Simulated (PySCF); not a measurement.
A side-by-side comparison of computed properties.

First species: C3H10BNO2.
Z-matrix (Å and degrees, PBE0-D3(BJ)/def2-SVP geometry), rows numbered from 1:
```
C 
O   1  1.4181
C   2  1.4161  1  114.85
B   2  1.6706  1  116.01  3   139.88
N   4  1.4903  2  105.75  1   157.88
C   5  1.3607  4  124.52  2   -74.10
O   6  1.2090  5  125.58  4     8.94
H   1  1.0995  2  108.93  3    53.43
H   1  1.0950  2  106.75  3   172.48
H   1  1.1025  2  110.57  3   -67.85
H   3  1.0996  2  109.27  1   -59.15
H   3  1.1027  2  110.61  1    62.65
H   3  1.0957  2  106.44  1  -177.78
H   4  1.2137  2  100.75  1    37.06
H   4  1.2234  2  104.04  1   -83.57
H   5  1.0121  4  120.10  2   114.36
H   6  1.1215  5  112.87  4  -171.82
```

Second species: CH₉FGe₂N₂.
Atom-mapped SMILES: `[CH3:1][NH:2][GeH2:3][NH:4][GeH2:5][F:6]` (hydrogens: H7, H8, H9 on C1; H10 on N2; H11, H12 on Ge3; H13 on N4; H14, H15 on Ge5)

Structure used (PBE0-D3(BJ)/def2-SVP), in Å, numbered top down from 1:
```
atom  x, y, z in Å
C1    -2.306    0.414   -0.291
N2    -0.936    0.122    0.045
Ge3   -0.048   -1.393   -0.437
N4     1.700   -0.814   -0.454
Ge5    2.086    0.951   -0.316
F6     1.425    1.560    1.201
H7    -2.475    1.503   -0.338
H8    -2.544    0.013   -1.290
H9    -3.053   -0.005    0.412
H10   -0.600    0.574    0.891
H11   -0.591   -1.777   -1.828
H12   -0.114   -2.613    0.516
H13    2.396   -1.440   -0.060
H14    3.608    1.114   -0.183
H15    1.436    1.792   -1.413
```

Levels: B3LYP/def2-SVPD for dipole moment, HOMO energy, LUMO energy, HOMO–LUMO gap, static isotropic polarisability and electronic spatial extent ⟨r²⟩ about the centre of nuclear charge; TDDFT B3LYP/def2-SVPD for lowest singlet excitation; TDA B3LYP/def2-SVPD for lowest triplet excitation (Tamm–Dancoff); ΔSCF B3LYP/def2-SVPD for vertical ionisation energy; PBE0-D3(BJ)/def2-SVP for rotational constant A and rotational constant C. Geometries: PBE0-D3(BJ)/def2-SVP. All species are isolated and taken at one optimised geometry, non-relativistic unless stated. Electronic properties by PySCF.

The conformers computed, where there is a choice (atom-mapped SMILES and torsion angles):
- `[CH3:1][O+:2]([CH3:3])[BH2-:4][NH:5][CH:6]=[O:7]`: C1–O2–B4–N5 158°, O2–B4–N5–C6 -74°, B4–N5–C6–O7 9°
- `[CH3:1][NH:2][GeH2:3][NH:4][GeH2:5][F:6]`: C1–N2–Ge3–N4 154°, N2–Ge3–N4–Ge5 -10°, Ge3–N4–Ge5–F6 59°

Values for the first species:

* Dipole moment: 5.29 D
* HOMO energy: -6.78 eV
* LUMO energy: 0.00 eV
* HOMO–LUMO gap: 6.78 eV
* Lowest singlet excitation: 5.35 eV
* Lowest triplet excitation (Tamm–Dancoff): 4.88 eV
* Static isotropic polarisability: 72.9 au
* Vertical ionisation energy: 9.26 eV
* Electronic spatial extent ⟨r²⟩ about the centre of nuclear charge: 913 bohr²
* Rotational constant A: 4.327 GHz
* Rotational constant C: 1.464 GHz

Task: Estimate the same properties for the second species, and the change in each.

Result: 
| property | first | second | second less first |
| --- | --- | --- | --- |
| dipole moment | 5.29 D | 1.43 D | -3.86 D |
| HOMO energy | -6.78 eV | -6.47 eV | +0.31 eV |
| LUMO energy | 0.00 eV | -0.11 eV | -0.11 eV |
| HOMO–LUMO gap | 6.78 eV | 6.36 eV | -0.42 eV |
| lowest singlet excitation | 5.35 eV | 5.47 eV | +0.12 eV |
| lowest triplet excitation (Tamm–Dancoff) | 4.88 eV | 5.24 eV | +0.36 eV |
| static isotropic polarisability | 72.9 au | 89.6 au | +16.7 au |
| vertical ionisation energy | 9.26 eV | 8.62 eV | -0.64 eV |
| electronic spatial extent ⟨r²⟩ about the centre of nuclear charge | 913 bohr² | 1495 bohr² | +582 bohr² |
| rotational constant A | 4.327 GHz | 2.357 GHz | -1.970 GHz |
| rotational constant C | 1.464 GHz | 0.715 GHz | -0.749 GHz |

On the first: The polarisability is 10.80 Å³ as a volume (1 au = 0.148185 Å³), or 1.30 au for each of the 56 electrons. The vertical singlet–triplet gap S1 − T1 is 0.47 eV (TDDFT singlet less Tamm–Dancoff triplet; S1: HOMO→LUMO+1, weight 0.78; T1: HOMO→LUMO+1, weight 0.76).

On the second: A dipole of 1.43 D is allowed in C1, and pure rotational transitions are dipole-allowed. S1 lies 0.89 eV below the HOMO–LUMO gap; its leading configuration is HOMO→LUMO, weight 0.85. The calculation is non-relativistic and has no spin–orbit coupling, an omission that weighs most on germanium.
